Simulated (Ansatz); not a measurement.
Total energies of CH6AlN3O, SMILES `N=[C](O)[Al]([NH2])[NH2]`.

Cartesian coordinates in Å:
```
N 0.088 2.036 0.729
C -0.502 0.914 0.741
O -1.611 0.612 1.468
Al 0.268 -0.508 -0.403
N 1.692 -0.070 -1.338
N -0.493 -2.100 -0.426
H -0.349 2.738 1.338
H -1.884 1.388 1.981
H 2.082 0.857 -1.280
H 2.221 -0.645 -1.970
H -0.202 -2.902 -0.959
H -1.310 -2.320 0.120
```

Total charge 0; spin multiplicity 1. All single points use the PBE0-D4/def2-TZVP geometry. It is one conformer, not always the lowest. Basis def2-TZVPP, the Gaussian-basis code of Ansatz.

RPA on PBE orbitals: Hartree–Fock energy of these orbitals -521.62955 Eh, correlation -1.73142 Eh (frozen core).

| functional | energy without D4 (Eh) | D4 term (kJ/mol) |
| --- | --- | --- |
| ωB97M-V | -523.72505 | – |
| PBE-QIDH | -523.27314 | – |

Question: Give the same for LDA (SPW92), PBE, revPBE, BLYP, r2SCAN, B97M-V, PBE0, B3LYP, r2SCANh, r2SCAN0, HSE06 (plane-wave form), BHLYP, CAM-B3LYP, LC-ωPBE, ωB97X-V, B2PLYP. (An estimate is asked.)

Answer: The calculation gave: 
```tsv
functional	energy without D4 (Eh)	D4 term (kJ/mol)
LDA (SPW92)	-520.54143	–
PBE	-523.37382	-23.0
revPBE	-523.69426	-67.6
BLYP	-523.76641	-49.6
r2SCAN	-523.65949	-6.0
B97M-V	-523.72543	–
PBE0	-523.40132	-19.6
B3LYP	-523.86338	-36.7
r2SCANh	-523.63984	-6.3
r2SCAN0	-523.61180	-7.0
HSE06 (plane-wave form)	-523.38158	-18.3
BHLYP	-523.67707	-28.2
CAM-B3LYP	-523.72773	-19.9
LC-ωPBE	-523.57559	–
ωB97X-V	-523.70285	–
B2PLYP	-523.51280	–
```

B3LYP takes the VWN-RPA correlation (the form of Gaussian; ORCA's B3LYP/G). HSE06 is the plane-wave form, built on full-range PBE exchange. The double hybrids freeze the cores in their second-order part.

LC-ωPBE has ω = 0.4 bohr⁻¹.
